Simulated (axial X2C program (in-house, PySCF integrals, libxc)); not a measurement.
# Spectroscopic constants of RuTe

Computed with an in-house relativistic program for diatomic molecules. Spin-free means the one-electron spin-free X2C Hamiltonian; two-component (2c) means X2C with spin–orbit coupling and atomic mean-field two-electron Coulomb and Gaunt terms, so the difference of the two also holds small scalar two-electron terms. Basis: Te dyall-cv3z [11s12p8d4f1g], Ru dyall-cv3z [12s12p8d5f3g] (cores contracted in-house); Gaussian nuclei, density fitting, unrestricted open shells. Masses: Te 129.906 u, Ru 101.904 u.

State, spin-free: M_S = 2, Λ = 2 (beyond evenly filled blocks: σα, π+α, π-α, δ+α, δ+β, δ-α); electrons by block: σα: 20, σβ: 19, π+α: 11, π+β: 10, π-α: 11, π-β: 10, δ+α: 4, δ+β: 4, δ-α: 4, δ-β: 3. Fragments: Te + Ru.

State, 2c: Ω = 4 (⟨Sz⟩ = 2.00, ⟨Lz⟩ = 2.00 at PBE0); electrons by block: 1/2: 30, -1/2: 30, 3/2: 15, -3/2: 14, 5/2: 4, -5/2: 3. Fragments: Te + Ru.

```json
{"Hamiltonian": "spin-free", "level": "PBE0", "Re (Å)": "2.407", "ωe (cm⁻¹)": "280.8", "ωexe (cm⁻¹)": "n/a", "Be (cm⁻¹)": "0.05093", "αe (cm⁻¹)": "0.00013", "De (eV)": "2.95", "k (mdyn/Å)": "2.65", "μ (D)": "3.75"}
{"Hamiltonian": "spin-free", "level": "HF", "Re (Å)": "2.680", "ωe (cm⁻¹)": "172.4", "ωexe (cm⁻¹)": "0.309", "Be (cm⁻¹)": "0.0411", "αe (cm⁻¹)": "0.000116", "De (eV)": "0.837", "k (mdyn/Å)": "0.999", "μ (D)": "6.25"}
{"Hamiltonian": "2c", "level": "PBE0", "Re (Å)": "2.411", "ωe (cm⁻¹)": "277.8", "ωexe (cm⁻¹)": "0.555", "Be (cm⁻¹)": "0.05078", "αe (cm⁻¹)": "0.000135", "De (eV)": "n/a", "k (mdyn/Å)": "2.6", "μ (D)": "3.71"}
```

Dipoles are positive if Ru is the positive end.

The state is a single determinant with fixed occupations, the lowest that a limited PBE0 search found. De is counted from the lowest determinant-based energies of the atoms at the same level, without counterpoise correction. De is not given where an atomic determinant may have missed its ground term or J level, or where the truncated virtual space spoils (T). Density functionals use the spin component along the axis (collinear). Other states lie close and PBE0, whose exact exchange favours high spin, may order them wrongly; the determinant shown need not be the ground state. The nearest other spin-free determinant of the search, M_S = 2, Λ = 0, lies 0.25 eV up at the distance of the search. Without a current term, density functionals place determinants with orbital angular momentum somewhat too high. With several unpaired electrons one determinant need not be a pure state. Open-shell Ω = 0 determinants with evenly filled partner blocks cannot be reached by this program, so the Ω shown need not be the lowest component.

No reliable constants came from HF (2c), MP2 (2c), MP2 (spin-free), PBE50 (2c), PBE50 (spin-free): no minimum in range, unconverged points, a curve that is not smooth, a change of character along it, or the two Hamiltonians disagreeing along it.

Rough cost a point (2c) on 1 thread(s) of a shared host, integrals apart: PBE0 7 s.

The whole task took 25 min on 1 thread of Intel(R) Xeon(R) Processor @ 2.50GHz (Skylake/Cascade Lake) (shared host).
